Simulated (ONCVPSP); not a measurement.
# Transferability test, ONCV potential for Al (Z = 13)

aluminium, optimised norm-conserving Vanderbilt (ONCV), made with ONCVPSP 4.0.1 (PW91, scalar-relativistic). Core [Ne], reference 3s2 3p0.5 (charge +0.5). Waves: 3s: rc 1.55 bohr, ncon 3, nbas 8, qcut 3.7 1/bohr, 2 projectors, debl 0.6 Ha; 3p: rc 2.50 bohr, ncon 5, nbas 8, qcut 2.9 1/bohr, 2 projectors, debl 2 Ha; d scattering state at 0.04 Ha: rc 2.30 bohr, ncon 4, nbas 9, qcut 4.1 1/bohr, 2 projectors, debl 3.6 Ha. Local part: polynomial inside 1.10 bohr (lpopt 3, dvloc0 -0.5 Ha). Core correction: Teter function, fcfact 5.25, rcfact 1.35.

Energies are relative to the spin-unpolarised reference configuration 3s2 3p0.5; without spin polarisation the order of configurations can differ from experiment.

Problem. Give the all-electron excitation energy and the error of the potential for: 3s2 3p1; 3s2 3p0; 3s1 3p0; 3s1 3p1.

Solution.

```tsv
valence configuration	charge	ΔE all-electron (eV)	error AE − PS (meV)
3s2 3p1	0	-2.103	+0.4
3s2 3p0	+1	3.699	+0.4
3s1 3p0	+2	22.977	-0.9
3s1 3p1	+1	9.512	-4.4
```

Note: no bound ghost flagged; GHOST(+) flagged for s at 49.1 eV.
